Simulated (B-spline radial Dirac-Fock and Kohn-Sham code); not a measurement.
# Atomic SCF run for Br⁷⁺

ΔSCF core binding energies without Breit or QED terms, calculated with a radial B-spline solver. Keys: rel is the Hamiltonian (dirac, or spin-free x2c and nr, where L3 and M5 stand for the whole 2p and 3d shells), method is hf or an exchange,correlation pair (spin-unpolarised, also for the hole states), nuc the nuclear model, radius_factor scales its radius, rmax is the box in bohr, h the logarithmic mesh step, order the B-spline order, points the quadrature points per cell, c_factor scales the speed of light, and damp, ndamp, maxit and tol steer the iteration. The run stops when the commutator error falls below 10·tol·max(1, Z/10), or the numerical noise floor, and the energy has settled to about 1e-8 Ha; the virial ratio is −V/T.

Input (task.json):

```json
{"items": [{"Z": 35, "q": 7, "cfg": [[1, 0, 2], [2, 0, 2], [2, 1, 6], [3, 0, 2], [3, 1, 6], [3, 2, 10]], "A": 79, "rrms": 4.1629, "do": "settings", "holes": ["K", "L3", "M5"],
  "settings": [{"rel": "dirac", "method": "hf", "nuc": "fermi", "radius_factor": 1.0, "rmax": 45.0, "h": 0.3, "order": 8, "points": 10, "c_factor": 1.0, "maxit": 60, "damp": 0.5, "ndamp": 3, "tol": 1e-08}]}]}
```

Command: `python xray2_run.py task.json out`

Ground-state iterations:

```
iter   energy (Ha)        error
   1    -2568.07042825  1.55e+00
   2    -2585.20362234  1.07e+00
   3    -2591.37170782  2.85e-01
   4    -2591.86381423  6.84e-02
   5    -2591.88670899  3.63e-02
   6    -2591.89577685  1.24e-03
   7    -2591.89578394  4.69e-05
   8    -2591.89578395  5.92e-06
   9    -2591.89578395  4.21e-07
  10    -2591.89578395  3.99e-08
```

The ground state converged in 10 iterations, with total energy -2591.89578 Ha, virial ratio 1.97478 and highest orbital energy -194.56 eV. ΔSCF binding energies: K (1s) 13632.8 eV, L3 (2p3/2) 1678.9 eV, M5 (3d5/2) 190.7 eV.
